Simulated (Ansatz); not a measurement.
Reaction (formal exchange of groups at the In–H bond): `C[CH2][InH2]` + `C=CC(C)C` → `C[CH2][InH][CH](C)C` + `C=C`

Calculated with Ansatz (gas phase, PBE0-D4/def2-TZVP geometries, no zero-point term in ΔE). CCSD(T)/CBS adds triple-zeta CCSD(T) − MP2 to the extrapolated MP2 energy (def2 sets, frozen cores). This one scheme is used for every species. Functionals use def2-TZVPP. B3LYP here is the variant with VWN-RPA as its local correlation; programs differ in this. Elements past krypton have def2 core potentials. For In outer-core shells are correlated without core-valence functions, which leaves a few kJ/mol of doubt a bond. One conformer a species, not always the lowest.

```tsv
level	ΔE (kcal/mol)	difference from CCSD(T)/CBS
PBE-D4	3.3	1.7
r2SCAN-D4	4.3	2.7
PBE0-D4	4.4	2.8
B3LYP-D4	3.3	1.7
ωB97X-V	4.7	3.1
ωB97M-V	4.3	2.7
B2PLYP	3.2	1.6
PBE	3.5	1.9
r2SCAN	4.4	2.8
PBE0	4.7	3.1
B3LYP	3.6	2.0
HF/def2-TZVPP	6.8	5.2
MP2/def2-TZVPP	2.0	0.4
SCS-MP2/def2-TZVPP	2.5	0.9
CCSD/def2-TZVPP	3.2	1.6
CCSD(T)/def2-TZVPP	2.7	1.1
HF/def2-QZVPP	6.7	5.1
MP2/def2-QZVPP	1.3	-0.3
SCS-MP2/def2-QZVPP	1.9	0.3
HF/CBS(def2)	6.7	5.1
MP2/CBS(def2)	0.9	-0.7
CCSD/CBS(def2)	2.1	0.5
CCSD(T)/CBS	1.6	0
```

Largest T1 diagnostic among the species: 0.012.

From PBE to PBE0 (25 % exact exchange), in def2-TZVPP and without D4, ΔE moves by +1.2 kcal/mol. In def2-TZVPP, CCSD(T) changes the Hartree–Fock value by −4.1 kcal/mol (the triples alone add −0.6 kcal/mol) and MP2 by −4.8 kcal/mol.
